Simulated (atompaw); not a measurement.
**u(r) = r·R(r): atom against pseudo-atom (Os (Z = 76))**

Columns: radius, all-electron u(r) and pseudo u(r) of the 5d shell (level -5.66 eV) of osmium in the configuration [Kr] 4d10 4f14 5s2 5p6 5d6.5 6s1.5 6p0; LDA (PW92), scalar-relativistic, PAW (atompaw) scheme, atompaw 4.2.0.5.

```json
{"r (bohr)": "0.094", "all-electron": "0.2320", "pseudo": "0.0013"}
{"r (bohr)": "0.188", "all-electron": "0.0588", "pseudo": "0.0100"}
{"r (bohr)": "0.283", "all-electron": "-0.2610", "pseudo": "0.0329"}
{"r (bohr)": "0.377", "all-electron": "-0.3629", "pseudo": "0.0736"}
{"r (bohr)": "0.471", "all-electron": "-0.2695", "pseudo": "0.1338"}
{"r (bohr)": "0.565", "all-electron": "-0.0817", "pseudo": "0.2119"}
{"r (bohr)": "0.660", "all-electron": "0.1294", "pseudo": "0.3048"}
{"r (bohr)": "0.754", "all-electron": "0.3205", "pseudo": "0.4043"}
{"r (bohr)": "0.848", "all-electron": "0.4782", "pseudo": "0.5037"}
{"r (bohr)": "0.942", "all-electron": "0.5990", "pseudo": "0.5957"}
{"r (bohr)": "1.037", "all-electron": "0.6863", "pseudo": "0.6746"}
{"r (bohr)": "1.131", "all-electron": "0.7432", "pseudo": "0.7344"}
{"r (bohr)": "1.225", "all-electron": "0.7764", "pseudo": "0.7738"}
{"r (bohr)": "1.319", "all-electron": "0.7909", "pseudo": "0.7934"}
{"r (bohr)": "1.413", "all-electron": "0.7912", "pseudo": "0.7957"}
{"r (bohr)": "1.508", "all-electron": "0.7807", "pseudo": "0.7845"}
{"r (bohr)": "1.602", "all-electron": "0.7627", "pseudo": "0.7646"}
{"r (bohr)": "1.696", "all-electron": "0.7394", "pseudo": "0.7398"}
{"r (bohr)": "1.790", "all-electron": "0.7125", "pseudo": "0.7125"}
{"r (bohr)": "1.885", "all-electron": "0.6830", "pseudo": "0.6830"}
{"r (bohr)": "1.979", "all-electron": "0.6525", "pseudo": "0.6525"}
{"r (bohr)": "2.073", "all-electron": "0.6216", "pseudo": "0.6216"}
{"r (bohr)": "2.167", "all-electron": "0.5908", "pseudo": "0.5908"}
{"r (bohr)": "2.262", "all-electron": "0.5600", "pseudo": "0.5600"}
{"r (bohr)": "2.356", "all-electron": "0.5304", "pseudo": "0.5304"}
{"r (bohr)": "2.450", "all-electron": "0.5017", "pseudo": "0.5017"}
```

Q: How many radial nodes do the two functions have?

A: The all-electron 5d function has n − l − 1 = 2; the pseudo-wave has 0, since the states of the same l below it are removed with the core.

Q: At about which radius was the pseudo-wave matched?

A: 1.80 bohr. The columns agree to 0.0005 from 1.70 bohr on; several derivatives are matched, so the curves merge somewhat inside the radius.

Q: Is the pseudo-wave norm-conserving?

A: No, it belongs to a PAW set: the norm inside the radius is not constrained, and the difference is carried by the augmentation charge.
